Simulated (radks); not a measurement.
Results of a calculation; reference values are marked as such.
Coulomb parameter of the 4d shell of the silver ion Ag+ in the model configuration [Kr] 4d9 5s1, as a second difference U = [E(n + 0.5) + E(n - 0.5) - 2 E(n)] / (0.5)^2 with all orbitals relaxed. "Bare": the charge of the atom changes with n. "Screened": the 5s shell takes up the change at fixed total charge, which measures U(4d,4d) + U(5s,5s) - 2 U(4d,5s). Code: a radial shooting solver on a logarithmic mesh with Libxc functionals. Model: scalar-relativistic Kohn-Sham, SCAN, spin-unpolarised, spherical densities, finite nucleus; meta-GGA in the generalised Kohn-Sham scheme; Fermi nuclear charge, rms radius 4.5454 fm.

case              configuration  E - E(n) (eV)
start              [Kr] 4d9 5s1          0.000
bare +0.5        [Kr] 4d9.5 5s1         -8.217
bare -0.5        [Kr] 4d8.5 5s1         11.441
screened +0.5  [Kr] 4d9.5 5s0.5         -3.193
screened -0.5  [Kr] 4d8.5 5s1.5          3.646

U(bare) = 12.895 eV, U(screened by 5s) = 1.812 eV, against the Slater integral F0(4d,4d) = 18.640 eV with frozen orbitals.
